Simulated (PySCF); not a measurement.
1-silylprop-2-en-1-one (C3H6OSi), SMILES C=CC(=O)[SiH3].

Coordinates come from a ωB97X-D3(BJ)/def2-SVP optimisation. One conformer was computed; it need not be the lowest.

Two levels are set side by side: PBE/def2-TZVP (PySCF) and B3LYP/def2-TZVP (PySCF). Same geometry, gas phase. Differences are taken from unrounded values.

| quantity | B3LYP | PBE | PBE minus B3LYP |
|---|---|---|---|
| orbital gap (eV) | 4.28 | 2.27 | -2.01 |
| highest occupied level (eV) | -6.82 | -5.60 | 1.22 |
| lowest empty level (eV) | -2.54 | -3.32 | -0.78 |
| dipole moment (D) | 2.45 | 2.31 | -0.14 |
| mean polarisability (bohr³) | 67.8 | 70.4 | 2.6 |

PBE's occupied levels lie high since its potential decays too fast outside the molecule; exact exchange lowers them and widens the gap. Loosely held outer electrons make PBE densities more polarisable. Differences between two approximate levels are no errors against the true value.

Rough cost on one machine, each run with all the roots and properties that it gave: B3LYP against PBE within a factor of 2.
